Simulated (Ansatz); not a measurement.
`[CH3][GeH2][Br]` and `[CH3][GeH]([CH3])[Br]` differ in one atom or group.

Ansatz, PBE0-D4/def2-TZVP geometries, multiplicity 1. 

Scalar relativity is left out up to krypton.

| property | `[CH3][GeH2][Br]` |
| --- | --- |
| LUMO energy (ωB97M-V/def2-TZVPP) / eV | 1.65 |
| size of the dipole moment (ωB97M-V/def2-TZVPP) / D | 2.48 |
| HOMO energy (B3LYP/def2-TZVPP) / eV | -7.79 |
| LUMO energy (B3LYP/def2-TZVPP) / eV | -0.51 |
| LUMO energy (PBE0/def2-TZVPP) / eV | -0.24 |
| HOMO energy (PBE/def2-TZVPP) / eV | -6.78 |

Problem. Give the same properties after the change, and the shifts. (Best estimate.)

Solution. The calculation gave: 
| property | `[CH3][GeH]([CH3])[Br]` | shift |
| --- | --- | --- |
| LUMO energy (ωB97M-V/def2-TZVPP) / eV | 2.03 | 0.38 |
| size of the dipole moment (ωB97M-V/def2-TZVPP) / D | 2.77 | 0.29 |
| HOMO energy (B3LYP/def2-TZVPP) / eV | -7.62 | 0.17 |
| LUMO energy (B3LYP/def2-TZVPP) / eV | -0.14 | 0.37 |
| LUMO energy (PBE0/def2-TZVPP) / eV | 0.13 | 0.37 |
| HOMO energy (PBE/def2-TZVPP) / eV | -6.62 | 0.16 |

With PBE0 the HOMO rises by 0.17 eV and the LUMO rises by 0.37 eV, so the gap widens by about 0.20 eV. PBE moves the HOMO by 0.16 eV and ωB97M-V by 0.18 eV. Dipoles are sizes alone; their direction can turn.

B3LYP here is the variant with VWN-RPA as its local correlation; programs differ in this.

Spin–orbit coupling is left out; it splits and shifts lone-pair levels of the heavy atoms by tenths of an eV.
